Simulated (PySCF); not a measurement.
Correlation energy of Tl⁺ (thallium, charge +1)

[Xe] 4f14 5d9 6s2 6p1, one real determinant (an excited configuration). All numbers are calculated (PySCF 2.14, the spin-free X2C one-electron Hamiltonian (Gaussian nucleus), in x2c-QZVPPall (16s10p9d6f1g, 142 functions)). Frozen: [Kr] 4d10 4f14; 20 electrons correlated.

MP2 pair energies summed by pair of shells (mhartree):

| pair | energy | share (%) |
| --- | --- | --- |
| 5d-5d | -218.83 | 38.0 |
| 5p-5d | -117.56 | 20.4 |
| 5d-6s | -90.49 | 15.7 |
| 5p-5p | -37.74 | 6.6 |
| 5d-6p | -20.29 | 3.5 |
| 5s-5d | -19.84 | 3.4 |
| 5s-5p | -17.91 | 3.1 |
| 6s-6s | -16.29 | 2.8 |
| 5p-6s | -14.87 | 2.6 |
| 6s-6p | -13.40 | 2.3 |
| 5p-6p | -3.34 | 0.6 |
| 5s-5s | -3.27 | 0.6 |
| 5s-6s | -1.39 | 0.2 |
| 5s-6p | -0.34 | 0.1 |

Total MP2 correlation energy: -575.56 mhartree.

Same-spin part -194.91 and opposite-spin part -380.65 mhartree; SCS-MP2 scales them by 1/3 and 6/5 to -521.75 mhartree.

The basis was made for the ground configuration and has no added diffuse functions, which can raise the energy of the promoted electron.

The reference is one real determinant that mixes LS terms of this configuration.

This basis was not built for core-valence correlation, so the inner-shell part is incomplete.
